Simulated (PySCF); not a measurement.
Correlation energy of Ga (gallium, neutral)

[Ar] 3d10 4s1 4p1 5s1, high-spin 4P determinant (an excited configuration). Calculation: PySCF 2.14, in aug-cc-pVTZ-DK (7s6p4d2f, 59 functions); scalar relativity by spin-free X2C-1e. Frozen: [Ar] 3d10; 3 electrons correlated.

MP2 pair energies summed by pair of shells (mhartree):

```tsv
pair	energy	share (%)
4s-4p	-2.27	40.6
4p-5s	-2.04	36.5
4s-5s	-1.28	22.9
```

Total MP2 correlation energy: -5.58 mhartree.

Same-spin part -5.58 and opposite-spin part 0.00 mhartree; SCS-MP2 scales them by 1/3 and 6/5 to -1.86 mhartree.
